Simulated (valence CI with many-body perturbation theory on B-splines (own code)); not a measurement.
Results of a calculation; reference values are marked as such.
As in three bases

Level of theory: relativistic CI+MBPT: five valence electrons over a frozen Dirac-Fock core [Ar] 3d10, a basis of 9 s, 9 p, 8 d, 6 f, 3 g, 1 h functions for each j, with the one-electron correlation potential Σ1 (screened to all orders), the two-electron term Σ2, the three-electron term Σ3, Breit, model QED; selected single and double excitations, second order for the rest, scaled by the run's own slope (own B-spline code, finite nucleus).

Set against measurement, 11 paired levels are off by 83 cm⁻¹ on average, the worst by 124. These come from a selection out of the NIST Handbook of Basic Atomic Spectroscopic Data. Levels without a partner in it may be off by more. Among the levels kept, up to 2200 cm⁻¹ of a level comes from second order outside the variational space, and about a tenth of that is noise between levels of different J, which matters for small intervals.

The reference run has the lowest level 4s2 4p3 4S°_3/2 and an ionisation energy of 9.75290 eV. Its largest variational space holds 20000 state functions.

Names give the largest LS component (configuration and term), which can be under half, so a name can repeat, a term be missing and a line seem to break the LS rules; names also repeat where a configuration has a term twice.

Changed runs:
A. basis 6 s, 6 p, 5 d, 3 f, 1 g
B. basis 5 s, 5 p, 4 d, 2 f

Excitation energies of the reference run in cm⁻¹, and shifts in cm⁻¹:

| Level | Reference | A | B |
| --- | --- | --- | --- |
| 4s2 4p3 2D°_3/2 | 10639 | +65 | +424 |
| 4s2 4p3 2D°_5/2 | 11003 | +16 | +373 |
| 4s2 4p3 2P°_1/2 | 18274 | +44 | +435 |
| 4s2 4p3 2P°_3/2 | 18703 | +65 | +454 |
| 4s2 4p2 5s 4P_1/2 | 50570 | -63 | -158 |
| 4s2 4p2 5s 4P_3/2 | 51523 | -113 | -214 |
| 4s2 4p2 5s 4P_5/2 | 52789 | -94 | -196 |
| 4s2 4p2 5s 2P_1/2 | 53012 | -22 | -18 |
| 4s2 4p2 5s 2P_3/2 | 54525 | -74 | -65 |
| 4s2 4p2 5p 2S°_1/2 | 59969 | -24 | -49 |
| 4s2 4p2 5p 4D°_1/2 | 60616 | -24 | -61 |
| 4s2 4p2 5p 4D°_3/2 | 60712 | -51 | -114 |
| Ionisation energy (eV) | 9.75290 | -0.00028 | -0.01987 |
